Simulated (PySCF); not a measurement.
Correlation energy of Xe⁺ (xenon, charge +1)

[Kr] 4d10 5s2 5p5, 2P determinant. Computed with PySCF 2.14 in cc-pVDZ-PP with ECP28MDF (4s3p2d, 23 functions), with a scalar-relativistic core potential. Frozen: 4s2 4p6 4d10; 7 electrons correlated.

MP2 pair energies summed by pair of shells (mhartree):

| pair | energy | share (%) |
| --- | --- | --- |
| 5p-5p | -54.07 | 69.0 |
| 5s-5p | -20.23 | 25.8 |
| 5s-5s | -4.05 | 5.2 |

Total MP2 correlation energy: -78.35 mhartree.

Same-spin part -20.28 and opposite-spin part -58.07 mhartree; SCS-MP2 scales them by 1/3 and 6/5 to -76.44 mhartree.

| level | correlation energy (mhartree) |
| --- | --- |
| CCSD | -90.58 |
| (T) | -0.72 |
| CCSD(T) | -91.30 |

Diagnostics: T1 = 0.0053, D1 = 0.0171, largest double amplitude 0.049.

Cost of the coupled-cluster step: 0.06 s of wall time on 1 thread of AMD EPYC 9R45 96-Core Processor (shared host), for 7 correlated electrons.
